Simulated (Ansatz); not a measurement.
One geometry of the cluster Ti4Al⁺, several levels of theory.

```yaml
crystal:
  periodic: [false, false, false]
  atoms:
    - {symbol: Ti, position_ang: [-0.388910, 1.580280, -0.651780]}
    - {symbol: Ti, position_ang: [0.870514, 1.020982, 1.130651]}
    - {symbol: Ti, position_ang: [-1.459304, -0.742440, -0.626697]}
    - {symbol: Ti, position_ang: [-0.200740, -1.305111, 1.155069]}
    - {symbol: Al, position_ang: [1.178441, -0.553711, -1.007244]}
basis:
  gaussian: {orbitals: def2-TZVP, initial_orbitals: start.molden}
total_charge: 1
hamiltonian: {xc: r2scan, dispersion: d4}
scf: {omitted_lower_state_checks: [starts]}
output: {orbitals: {seedname: orbitals}}
```

The file start.molden holds the orbitals of an earlier run on this structure, at another level or in another basis.

```sh
$ ansatz run in.yaml --threads 4 --pin off --events-out ev --progress --plain --max-ram 4787MiB
```

Shortened log:

```
Functional definition: r2SCAN
1911 factors; their error is unknown
mean field evaluation 1: about -99041.1351 eV, gradient 8.9e0 eV
mean field evaluation 2: about -99041.3382 eV, gradient 3.6e-1 eV
mean field evaluation 4: about -99041.3239 eV, gradient 9.2e-2 eV
mean field evaluation 8: about -99041.3239 eV, gradient 2.0e-5 eV
mean field -99041.32388559 eV, -3639.7015201750 hartree, gradient 2.0e-5 eV, S^2 0.000000; 0 other end points of the search recorded, 0 dependent functions left out
reference -99041.32390025 eV, -3639.7015207138 hartree; 50, 50 occupied and 167, 167 virtual orbitals, 1911 factors
Total energy: -99041.36553616 eV, -3639.7030508051 hartree
Checks for a lower state left out: starts
```

Hardware: 4 threads of Arm Neoverse V2 on a shared host. Wall time 14 s.

The first input with `hamiltonian: {xc: pbe0, dispersion: d4}` (abridged; 23 s):

```
Functional definition: PBE0
mean field evaluation 16: about -99018.5402 eV, gradient 1.9e-5 eV
mean field -99018.54016236 eV, -3638.8642337897 hartree, gradient 1.9e-5 eV, S^2 0.000000
Total energy: -99018.75767185 eV, -3638.8722271161 hartree
Checks for a lower state left out: starts
```

As the first input, with `hamiltonian: {xc: {name: B97M-V}}` (abridged; 23 s):

```
Functional definition: B97M-V
mean field -99020.20295772 eV, -3638.9253403922 hartree, gradient 2.6e-5 eV, S^2 0.000000
Total energy: -99020.20302059 eV, -3638.9253427023 hartree
Checks for a lower state left out: starts
```

Geometry: B3LYP-D4/def2-SVP.

The restricted singlet is unstable towards broken spin symmetry in Hartree–Fock (as tested in another run); at r2SCAN-D4/def2-TZVP, PBE0-D4/def2-TZVP, B97M-V/def2-TZVP this wasn't settled. No other spin state of charge 1 was run. Another isomer (singlet) lies 1.24 eV lower at PBE0-D4/def2-TZVP; other spin states weren't run for this one.
